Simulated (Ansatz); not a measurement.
Reaction (substitution at a C–C bond): `COC(=O)CCO` + `O[SiH2]O` → `OCO[SiH2]O` + `COC(C)=O`

Program: Ansatz. Geometries: PBE0-D4/def2-TZVP. ΔE: electronic, gas phase. CCSD(T)/CBS is the MP2 limit (def2-TZVPP, def2-QZVPP) plus CCSD(T) − MP2 in def2-TZVPP, frozen cores. Functionals use def2-TZVPP. B3LYP here is the variant with VWN-RPA as its local correlation; programs differ in this. Each species was taken in one conformer, which may not be the lowest.

Question: Is it downhill or uphill in electronic energy at CCSD(T)/CBS, and by how much? (Estimate.)

Answer: The calculation gave: Uphill: ΔE = +28.0 kJ/mol.

Question: What do these levels give: B3LYP-D4, ωB97X-V, B2PLYP, PBE, PBE0, HF/def2-TZVPP, MP2/def2-TZVPP, SCS-MP2/def2-TZVPP, CCSD(T)/def2-TZVPP, HF/def2-QZVPP, MP2/def2-QZVPP, SCS-MP2/def2-QZVPP? (An estimate is asked.)

Answer: Computed: B3LYP-D4 18.6, ωB97X-V 21.1, B2PLYP 21.4, PBE 21.4, PBE0 23.6, HF/def2-TZVPP 14.3, MP2/def2-TZVPP 28.8, SCS-MP2/def2-TZVPP 24.5, CCSD(T)/def2-TZVPP 25.3, HF/def2-QZVPP 14.2, MP2/def2-QZVPP 30.3, SCS-MP2/def2-QZVPP 26.2 kJ/mol.

Largest T1 diagnostic among the species: 0.014.

In def2-TZVPP, CCSD(T) changes the Hartree–Fock value by +11.1 kJ/mol (the triples alone add +0.7 kJ/mol) and MP2 by +14.5 kJ/mol.
